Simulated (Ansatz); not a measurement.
`CCCI` + HCl → `CCCCl` + HI  (substitution at a C–I bond)

Computed with Ansatz on PBE0-D4/def2-TZVP structures; ΔE is electronic, products minus reactants. CCSD(T)/CBS adds triple-zeta CCSD(T) − MP2 to the extrapolated MP2 energy (def2 sets, frozen cores). This one scheme is used for every species. DFT in def2-TZVPP. B3LYP here is the variant with VWN-RPA as its local correlation; programs differ in this. def2 core potentials past Kr. For I outer-core shells are correlated without core-valence functions, which leaves a few kJ/mol of doubt a bond. One conformer a species, not always the lowest.

```csv
level,ΔE (kcal/mol),difference from CCSD(T)/CBS
PBE-D4,3.7,-1.7
r2SCAN-D4,3.4,-2.0
PBE0-D4,3.5,-1.9
B3LYP-D4,3.6,-1.8
ωB97X-V,2.7,-2.7
ωB97M-V,3.1,-2.3
B2PLYP,3.6,-1.8
PBE,3.2,-2.2
r2SCAN,3.3,-2.1
PBE0,3.0,-2.4
B3LYP,2.6,-2.8
HF/def2-TZVPP,1.4,-4.0
MP2/def2-TZVPP,5.9,0.5
SCS-MP2/def2-TZVPP,5.0,-0.4
CCSD/def2-TZVPP,4.0,-1.4
CCSD(T)/def2-TZVPP,4.6,-0.8
HF/def2-QZVPP,1.5,-3.9
MP2/def2-QZVPP,6.4,1.0
SCS-MP2/def2-QZVPP,5.4,0.0
HF/CBS(def2),1.5,-3.9
MP2/CBS(def2),6.7,1.3
CCSD/CBS(def2),4.9,-0.5
CCSD(T)/CBS,5.4,0
```

Largest T1 diagnostic among the species: 0.008.

The D4 term adds +1.0 kcal/mol with B3LYP and +0.5 kcal/mol with PBE0; it sums over pairs of atoms, weighted by their polarisabilities, and B3LYP, whose exchange is more repulsive, gets the larger term. In def2-TZVPP, CCSD(T) changes the Hartree–Fock value by +3.1 kcal/mol (the triples alone add +0.5 kcal/mol) and MP2 by +4.5 kcal/mol.
